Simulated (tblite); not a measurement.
C₇H₁₅PS.
SMILES with atom numbers: `[CH3:1][CH:2]([CH3:3])[C@@H:4]1[CH2:5][P@H:6](=[S:7])[C@@H:8]1[CH3:9]` (hydrogens: H10, H11, H12 on C1; H13 on C2; H14, H15, H16 on C3; H17 on C4; H18, H19 on C5; H20 on P6; H21 on C8; H22, H23, H24 on C9)

Structure used (GFN2-xTB), in Å, numbered top down from 1:
```xyz
24
C7H15PS angstrom
C     -1.9257   -1.0887    0.5954
C     -1.2046   -0.0560   -0.2698
C     -2.1276    1.1322   -0.5377
C      0.0729    0.4143    0.4238
C      0.8978    1.4886   -0.3185
P      2.4501    0.7685    0.3887
S      4.1302    0.6337   -0.5470
C      1.2161   -0.6214    0.6099
C      1.4018   -1.6298   -0.5114
H     -2.8239   -1.4405    0.0937
H     -2.2171   -0.6469    1.5462
H     -1.2905   -1.9467    0.7987
H     -0.9430   -0.5147   -1.2284
H     -3.0490    0.7929   -1.0047
H     -2.3812    1.6339    0.3941
H     -1.6565    1.8528   -1.2012
H     -0.1980    0.8025    1.4109
H      0.6596    2.5269   -0.0968
H      0.8879    1.3430   -1.4009
H      2.4906    1.3527    1.6627
H      1.2087   -1.1284    1.5768
H      1.4464   -1.1311   -1.4786
H      0.5982   -2.3623   -0.5307
H      2.3452   -2.1558   -0.3680
```

Calculated harmonic vibrations of the isolated species, GFN2-xTB (tblite), most abundant isotopes, no scaling. The method is semi-empirical: single wavenumbers can be off by several per cent or more. Modes of hydrogen on phosphorus can be 10 to 20 % off. One conformer, not necessarily the lowest.

Harmonic wavenumbers (cm⁻¹): 67.0, 87.6, 119.9, 174.3, 192.7, 197.4, 219.0, 232.9, 255.2, 275.6, 329.3, 393.4, 427.6, 442.9, 555.3, 637.1, 702.0, 732.9, 763.9, 806.6, 850.9, 902.9, 924.0, 949.5, 970.6, 985.3, 997.0, 1004.7, 1033.1, 1075.7, 1115.1, 1134.6, 1157.8, 1170.4, 1174.6, 1204.6, 1259.4, 1275.5, 1288.2, 1317.2, 1355.7, 1404.9, 1411.8, 1424.3, 1429.7, 1486.1, 1489.6, 1497.3, 1499.1, 1507.8, 1509.8, 2184.5, 2929.1, 2947.9, 2950.2, 2962.3, 2998.4, 3014.1, 3021.0, 3026.8, 3031.1, 3032.1, 3036.1, 3042.0, 3047.1, 3048.9.

A = 2575, B = 629.7, C = 562.0 MHz; mass 162.063 u (most abundant isotopes); point group C1, symmetry number 1.

Q: What is the zero-point energy?

A: Half the sum of the wavenumbers: 44846 cm⁻¹ = 536.47 kJ/mol.

Q: Give the ideal-gas entropy at 298.15 K and 1 bar in the rigid-rotor, harmonic-oscillator model (classical rotation).

A: Translation 172.31, rotation 126.55, vibration 135.63: S = 434.5 J/(mol K).

Q: And Cp and H(298.15 K) − H(0)?

A: Cp = 186.38 J/(mol K), of which vibrations give 153.13 (their classical limit is 66 R = 548.8); H(298.15 K) − H(0) = 32.46 kJ/mol without the zero-point energy, 22.54 from vibrations.

Q: What must be added to the electronic energy to get the Gibbs energy at 298.15 K and 1 bar?

A: ZPE + [H(298.15 K) − H(0)] − T·S = 536.47 + 32.46 − 129.54 = 439.39 kJ/mol.

Q: Blend soft modes into free rotors: weight 1/[1 + (100 cm⁻¹/ν̃)⁴] for the oscillator and the rest for a rotor with moment μB/(μ + B), μ = h/(8π²ν), B = 10⁻⁴⁴ kg m². What vibrational entropy results?

A: 129.80 J/(mol K) in place of 135.63, which changes −T·S at 298.15 K by +1.74 kJ/mol.

Q: How do the functions run with temperature in this model?

A: 
```tsv
T (K)	S (J/(mol K))	Cp (J/(mol K))	H − H(0) (kJ/mol)	G − H(0) (kJ/mol)	ln q(vib)
100	295.3	85.9	5.47	-24.06	1.36
200	370.9	136.3	16.67	-57.51	4.24
300	435.6	187.4	32.80	-97.89	7.28
500	555.3	285.6	80.49	-197.16	13.41
800	712.9	384.2	182.23	-388.07	22.45
1000	803.5	427.6	263.62	-539.88	28.15
```

q(vib) and H(0) count from the zero-point level.

Hindered rotation and anharmonicity are outside this model. Other conformers, if any are populated, would add a mixing term that is left out. The structure is chiral; the term R ln 2 for an equal mix with its mirror image is left out.

Hardware: an Arm Neoverse V1 with one thread, on a shared host. The figure is for the frequency step alone.
